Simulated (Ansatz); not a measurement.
Stepwise reaction of `[NH]=[Ta]([NH2])([NH2])[Cl]` with hydrogen chloride, as a gas-phase model of exchange steps in deposition or etching. ΔE in kJ/mol; ΔG adds harmonic PBE0-D4 terms to CCSD(T)/CBS, at 1 bar.

Program: Ansatz. Geometries: PBE0-D4/def2-TZVP. ΔE: electronic, gas phase. CBS: MP2 limit from def2 TZ/QZ plus the TZ coupled-cluster correction, frozen cores. This one scheme is used for every species. DFT in def2-TZVPP. B3LYP here is the variant with VWN-RPA as its local correlation; programs differ in this. Elements past krypton have def2 core potentials. For Ta outer-core shells are correlated without core-valence functions, which leaves a few kJ/mol of doubt a bond. Each species was taken in one conformer, which may not be the lowest.

| step | reaction | PBE-D4 | B3LYP-D4 | ωB97M-V | CCSD(T)/CBS | ΔG(500 K) |
| --- | --- | --- | --- | --- | --- | --- |
| 1 | `[NH]=[Ta]([NH2])([NH2])[Cl]` + HCl → `[NH]=[Ta]([NH2])([Cl])[Cl]` + NH₃ | -79.6 | -79.4 | -78.8 | -79.1 | -70.0 |

**Question.** Give the row of step 2, `[NH]=[Ta]([NH2])([Cl])[Cl]` + HCl → `[NH]=[Ta]([Cl])([Cl])[Cl]` + NH₃. (Estimate.)

**Answer.** Ansatz gave: 
```
step                                                                reaction  PBE-D4  B3LYP-D4  ωB97M-V  CCSD(T)/CBS  ΔG(500 K)
   2  `[NH]=[Ta]([NH2])([Cl])[Cl]` + HCl → `[NH]=[Ta]([Cl])([Cl])[Cl]` + NH₃   -55.7     -55.2    -54.4        -54.5      -44.2
```

**Question.** By hand: ΔE of the 2 steps together at CCSD(T)/CBS.

**Answer.** (-79.1) + (-54.5) = -133.6 kJ/mol, or -66.8 kJ/mol a step.

In ΔE each step is higher than the one before. All are downhill at CCSD(T)/CBS. ΔG lies between -70.0 and -44.2 kJ/mol a step. PBE-D4 differs from CCSD(T)/CBS by -1.2 to -0.5 kJ/mol a step. Isolated molecules leave out the surface, adducts and barriers. Largest T1 diagnostic: 0.018.
